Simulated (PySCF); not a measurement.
HO2, SMILES [O]O, multiplicity 2. Geometry: B3LYP-D3(BJ)/def2-TZVPD. The isomer is the one that the SMILES or the coordinates give; other isomers of the formula were not compared.

Computed equilibrium geometry at B3LYP-D3(BJ)/def2-TZVPD (PySCF confirms it by a frequency run) as Cartesian coordinates in Å, and its point group:
point group Cs.
```xyz
3

O     -0.1250    -0.5979     0.0000
O      0.0274     0.7188     0.0000
H      0.7808    -0.9671     0.0000
```
Charge 0, spin multiplicity 2.
